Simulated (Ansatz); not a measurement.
Z-matrix (Å, degrees):
```
Ga
O 1 1.775
Se 1 2.310 2 117.7
O 1 1.782 2 116.0 3 180.0
H 2 0.961 1 112.5 3 -180.0
H 3 1.469 1 91.7 2 -179.8
H 4 0.959 1 115.0 2 -179.8
```

Charge 0, multiplicity 1.

Q: List the B3LYP/def2-TZVPP orbital energies in eV (the Gaussian-basis code of Ansatz). (Estimate.)

A: Computed: Occupied: -12351.37, -10138.25, -1580.71, -1418.87, -1418.85, -1418.80, -1249.95, -1107.21, -1107.11, -1107.08, -520.55, -520.40, -213.01, -157.07, -156.99, -156.83, -150.16, -103.59, -103.39, -103.33, -57.86, -57.83, -57.69, -57.63, -57.61, -27.08, -26.90, -23.39, -23.32, -23.29, -23.10, -22.92, -19.34, -14.02, -13.13, -11.00, -10.59, -9.41, -9.31, -8.62, -8.59, -7.27. Lowest empty: -1.31, -0.41, -0.34, 0.70, 1.23, 3.02, 3.23, 3.68.

B3LYP here is the variant with VWN-RPA as its local correlation; programs differ in this.
